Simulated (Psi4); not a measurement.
F5Si, charge -1, singlet, geometry from GFN2-xTB (a gas-phase anion, which may not be bound at this level); B3LYP/def2-SVP in Psi4.

The Psi4 input:
```
memory 2 GB

molecule {
-1 1
F    -0.99746614   -1.12059139   -0.70097454
Si    0.01274662   -0.03699652    0.01793959
F     1.18066654   -0.53093026   -1.03255443
F    -0.95822949   -0.11468405    1.34561246
F    -0.46470217    1.34877877   -0.65402209
F     1.21990319    0.47497708    1.01403257
}

set {
  basis def2-svp
  guess sadno
}

energy('b3lyp')
print_variables()
```

Task: Write the output that Psi4 gives for this input, abridged.

Result: 
```
   => Loading Basis Set <=

    Name: DEF2-SVP
    Role: ORBITAL
    Keyword: BASIS

         ---------------------------------------------------------
                                   SCF
               by Justin Turney, Rob Parrish, Andy Simmonett
                          and Daniel G. A. Smith
                              RKS Reference
         ---------------------------------------------------------

  ==> Geometry <==

    Molecular point group: cs
    Full point group: C1h

    Geometry (in Angstrom), charge = -1, multiplicity = 1:

       Center              X                  Y                   Z               Mass
    ------------   -----------------  -----------------  -----------------  -----------------
         F           -0.697005857450     0.977829142990    -1.140384522863    18.998403162730
         SI          -0.041642975566    -0.012911908809     0.000000000000    27.976926534650
         F           -0.021549728405    -1.200625919917    -1.140384522863    18.998403162730
         F           -0.697005857450     0.977829142990     1.140384522863    18.998403162730
         F            1.498434350196     0.464607547875     0.000000000000    18.998403162730
         F           -0.021549728405    -1.200625919917     1.140384522863    18.998403162730

  Running in cs symmetry.

  Rotational constants: A =      0.10779  B =      0.10779  C =      0.08529 [cm^-1]
  Rotational constants: A =   3231.49551  B =   3231.49551  C =   2556.86315 [MHz]
  Nuclear repulsion =  372.927812845196627

  Charge       = -1
  Multiplicity = 1
  Electrons    = 60
  Nalpha       = 30
  Nbeta        = 30

  ==> Algorithm <==

  SCF Algorithm Type is DF.
  DIIS enabled.
  MOM disabled.
  Fractional occupation disabled.
  Guess Type is SADNO.
  Energy threshold   = 1.00e-06
  Density threshold  = 1.00e-06
  Integral threshold = 1.00e-12

  ==> Primary Basis <==

  Basis Set: DEF2-SVP
    Blend: DEF2-SVP
    Number of shells: 38
    Number of basis functions: 88
    Number of Cartesian functions: 94
    Spherical Harmonics?: true
    Max angular momentum: 2

  ==> DFT Potential <==

   => LibXC <=

    Version 7.1.2
    S. Lehtola, C. Steigemann, M. J. T. Oliveira, and M. A. L. Marques,  SoftwareX 7, 1–5 (2018) (10.1016/j.softx.2017.11.002)

   => Composite Functional: B3LYP <=

    B3LYP Hyb-GGA Exchange-Correlation Functional

    P. J. Stephens, F. J. Devlin, C. F. Chabalowski, and M. J. Frisch,  J. Phys. Chem. 98, 11623 (1994) (10.1021/j100096a001)

    Deriv               =              1
    GGA                 =           TRUE
    Meta                =          FALSE

    Exchange Hybrid     =           TRUE
    MP2 Hybrid          =          FALSE

   => Exchange Functionals <=

    0.0800   Slater exchange
    0.7200         Becke 88

   => Exact (HF) Exchange <=

    0.2000               HF

   => Correlation Functionals <=

    0.1900   Vosko, Wilk & Nusair (VWN5_RPA)
    0.8100   Lee, Yang & Parr

   => LibXC Density Thresholds  <==

    XC_HYB_GGA_XC_B3LYP:  1.00E-15

   => Molecular Quadrature <=

    Radial Scheme          =       TREUTLER
    Pruning Scheme         =           NONE
    Nuclear Scheme         =       TREUTLER

    Blocking Scheme        =         OCTREE
    BS radius alpha        =              1
    Pruning alpha          =              1
    Radial Points          =             75
    Spherical Points       =            302
    Total Points           =         130257
    Total Blocks           =           1056
    Max Points             =            256
    Max Functions          =             85
    Weights Tolerance      =       1.00E-15

   => Loading Basis Set <=

    Name: (DEF2-SVP AUX)
    Role: JKFIT
    Keyword: DF_BASIS_SCF

  ==> Integral Setup <==

  SCF_SUBTYPE=INCORE selected. In-core MEM_DF algorithm will be used.
  Using in-core AOs.

  ==> MemDFJK: Density-Fitted J/K Matrices <==

    J tasked:                   Yes
    K tasked:                   Yes
    wK tasked:                   No
    Algorithm:                 Core
    Schwarz Cutoff:           1E-12
    Mask sparsity (%):       1.3171
    Fitting Condition:        1E-10

   => Auxiliary Basis Set <=

  Basis Set: (DEF2-SVP AUX)
    Blend: DEF2-UNIVERSAL-JKFIT
    Number of shells: 163
    Number of basis functions: 513
    Number of Cartesian functions: 620
    Spherical Harmonics?: true
    Max angular momentum: 4

  Minimum eigenvalue in the overlap matrix is 3.9118813569E-02.
  Reciprocal condition number of the overlap matrix is 1.1348456164E-02.
    Using symmetric orthogonalization.

  ==> Pre-Iterations <==

  SCF Guess: Superposition of Atomic Densities' Natural Orbitals via on-the-fly atomic UHF (doi:10.1021/acs.jctc.8b01089).

   -------------------------------------------------------
    Irrep   Nso     Nmo     Nalpha   Nbeta   Ndocc  Nsocc
   -------------------------------------------------------
     A'        51      51      18      18      18       0
     A"        37      37      12      12      12       0
   -------------------------------------------------------
    Total      88      88      30      30      30       0
   -------------------------------------------------------

  ==> Iterations <==

                           Total Energy        Delta E     RMS |[F,P]|

   @DF-RKS iter   1:  -787.71598786943309   -7.87716e+02   3.07619e-02 ADIIS/DIIS
   @DF-RKS iter   2:  -788.28690769911600   -5.70920e-01   1.49629e-02 ADIIS/DIIS
   @DF-RKS iter   3:  -788.44445352029334   -1.57546e-01   1.03556e-02 ADIIS/DIIS
   @DF-RKS iter   4:  -788.57888601730599   -1.34432e-01   1.66010e-03 ADIIS/DIIS
   @DF-RKS iter   5:  -788.58208842823979   -3.20241e-03   8.38105e-05 DIIS
   @DF-RKS iter   6:  -788.58208904506660   -6.16827e-07   8.14792e-05 DIIS
   @DF-RKS iter   7:  -788.58209712671021   -8.08164e-06   3.76648e-06 DIIS
   @DF-RKS iter   8:  -788.58209714344116   -1.67310e-08   1.76313e-07 DIIS
  Energy and wave function converged.

  ==> Post-Iterations <==

   Electrons on quadrature grid:
      Ntotal   =   59.9999873195 ; deviation = -1.268e-05

    Orbital Energies [Eh]
    ---------------------

    Doubly Occupied:

[...]
    Virtual:

[...]
      37App    4.015885

    Final Occupation by Irrep:
             Ap   App
    DOCC [    18,   12 ]
    NA   [    18,   12 ]
    NB   [    18,   12 ]

  @DF-RKS Final Energy:  -788.58209714344116

   => Energetics <=

    Nuclear Repulsion Energy =            372.9278128451966268
    One-Electron Energy =               -1856.4527360358913484
    Two-Electron Energy =                 754.5844364076745023
    DFT Exchange-Correlation Energy =     -59.6416103604210122
    Empirical Dispersion Energy =           0.0000000000000000
    VV10 Nonlocal Energy =                  0.0000000000000000
    Total Energy =                       -788.5820971434411604

Computation Completed

Properties will be evaluated at   0.000000,   0.000000,   0.000000 [a0]

Properties computed using the SCF density matrix

 Multipole Moments:

 ------------------------------------------------------------------------------------
     Multipole            Electronic (a.u.)      Nuclear  (a.u.)        Total (a.u.)
 ------------------------------------------------------------------------------------

 L = 1.  Multiply by 2.5417464519 to convert [e a0] to [Debye]
 Dipole X            :         -0.0790081           -0.0587574           -0.1377655
 Dipole Y            :         -0.0244974           -0.0182184           -0.0427159
 Dipole Z            :          0.0000000            0.0000000            0.0000000
 Magnitude           :                                                    0.1442358

 ------------------------------------------------------------------------------------

  Variable Map:
  ----------------------------------------------------------------------------
[...]
  Array Variable Map:
  ----------------------------------------------------------------------------
[...]
[...]
```
